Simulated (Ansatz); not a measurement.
Pulling on the Sn1–F2 bond in FH3Sn (SMILES [F][SnH3]) (multiplicity 1 held, fragments rigid). Energies count from the point at 1.941 Å.
Geometry at that point (charge 0, multiplicity 1):
```xyz
5

Sn    -0.23519    -0.07216    -0.08673
F      1.51444     0.46467     0.55847
H      0.08985    -1.18217    -1.33959
H     -0.96057     1.37603    -0.61963
H     -0.99948    -0.76769     1.26956
```

Signs of static correlation in def2-SVP, from Ansatz (a program for electronic structure) runs.

| R (Å) | T1 of restricted CCSD | ⟨S²⟩ of UHF | largest double amplitude of restricted CCSD |
|---|---|---|---|
| 1.552 | 0.010 | 0.000 | 0.037 |
| 1.746 | 0.011 | 0.000 | 0.042 |
| 1.941 | 0.013 | 0.000 | 0.046 |
| 2.135 | 0.016 | 0.000 | 0.048 |
| 2.329 | 0.020 | 0.000 | 0.058 |
| 2.620 | 0.029 | 0.000 | 0.101 |
| 2.911 | 0.043 | 0.758 | [?] |
| 3.396 | 0.083 | 0.952 | 0.305 |
| 3.881 | 0.141 | 0.993 | 0.596 |
| 4.463 | 0.205 | 1.004 | [?] |
| 5.239 | 0.247 | 1.006 | 1.467 |
| 6.210 | 0.250 | 1.007 | 1.579 |

Question: Complete the blanks.

Answer: 
- 2.911, largest double amplitude of restricted CCSD: 0.154
- 4.463, largest double amplitude of restricted CCSD: 1.056

Doubts at one or more of the structures used: a restricted determinant that unrestricted orbitals would lower (R-CCSD(T)/def2-SVP); T1 above 0.05 (R-CCSD(T)/def2-SVP, U-CCSD(T)/def2-SVP); other coupled-cluster roots lie near (R-CCSD(T)/def2-SVP); a spin-contaminated determinant (U-CCSD(T)/def2-SVP).
